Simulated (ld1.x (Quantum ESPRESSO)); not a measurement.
## What one change does to a pseudopotential (Si, ultrasoft)

* Element: silicon
* Generator: ld1.x (Quantum ESPRESSO) 7.5
* Type: ultrasoft
* Functional: PBE
* Relativity: scalar-relativistic
* Frozen core: [Ne]
* Valence charge: 4
* Reference configuration: 3s2 3p1 (charge +1)
* Partial waves: 3s (bound): rcut 1.35, rcutus 1.85 bohr; 3s channel at -0.6 Ry: rcut 1.35, rcutus 1.85 bohr; 3p (bound): rcut 1.80, rcutus 2.10 bohr; 3p channel at -0.45 Ry: rcut 1.80, rcutus 2.10 bohr
* Local potential: all-electron potential smoothed inside 2.00 bohr (lloc = -1)
* Core correction: Bessel-smoothed model core inside 1.30 bohr
* Augmentation charge: built from norm-conserving waves at rcut, not smoothed further

Change: reference 3s1.5 3p2.5.

Cutoffs: the cutoffs (Ry, on a coarse ladder) from which the occupation-weighted sum of valence levels, in a spherical-Bessel basis at the reference potential, stays within 10 and 1 mRy of its value at 400 Ry; they do not see the model core or the augmentation charge, which bear on the density cutoff. Errors are all-electron minus pseudo energies relative to the spin-unpolarised reference configuration.

Q: What does the change do?

A: The potential gets harder (8 Ry and 15 Ry → 10 Ry and 15 Ry); the range in which the s phases agree widens (upper end 3.9 → at the end of the scan); neither file shows a bound ghost.

```csv
quantity,base,changed
"cutoff, loose",8 Ry,10 Ry
"cutoff, tight",15 Ry,15 Ry
loose cutoff by channel (10 mRy a level),"s 6 Ry, p 8 Ry","s 6 Ry, p 6 Ry"
bound ghosts,none,none
"largest error over its own tests, meV",+31,+47
s: phases at 2.29 bohr within 0.05 rad from the reference energy up to (Ry; the scan ends near 5),3.9,to the end of the scan
p: phases at 2.29 bohr within 0.05 rad from the reference energy up to (Ry; the scan ends near 5),4.2,4.5
lowest overlap eigenvalue by channel,"s 0.41, p 0.78","s 0.40, p 0.77"
```
